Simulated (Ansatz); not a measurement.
Consider the cleavage of the B–In bond: `[OH][InH][B](Cl)Cl` + NH₃ → `NB(Cl)Cl` + `[OH][InH2]`.

Program: Ansatz. Geometries: PBE0-D4/def2-TZVP. ΔE: electronic, gas phase. CBS: MP2 limit from def2 TZ/QZ plus the TZ coupled-cluster correction, frozen cores. This one scheme is used for every species. Functionals use def2-TZVPP. HSE06 is defined as in plane-wave codes. Elements past krypton have def2 core potentials. For In outer-core shells are correlated without core-valence functions, which leaves a few kJ/mol of doubt a bond. Each species was taken in one conformer, which may not be the lowest.

| level | ΔE (kJ/mol) |
| --- | --- |
| PBE0-D4 | -130.5 |
| HSE06-D4 | -130.0 |
| revPBE | -118.8 |
| CAM-B3LYP | -144.6 |
| RPA@PBE/def2-TZVPP | -121.4 |
| CCSD(T)/def2-SVP | -148.0 |
| MP2/def2-TZVPP | -127.4 |
| CCSD/CBS(def2) | -127.1 |

Q: What does CCSD(T)/CBS give? (An estimate is asked.)

A: Computed: -123.2 kJ/mol. The listed levels differ from it by -7.3, -6.8, 4.4, -21.4, 1.8, -24.8, -4.2, -3.9 kJ/mol.

Largest T1 diagnostic among the species: 0.017.

From BLYP to BHLYP (50 % exact exchange), in def2-TZVPP and without D4, ΔE moves by −17.1 kJ/mol. At CCSD(T), def2-SVP lies −24.8 kJ/mol from the extrapolated value and def2-TZVPP −4.0 kJ/mol.
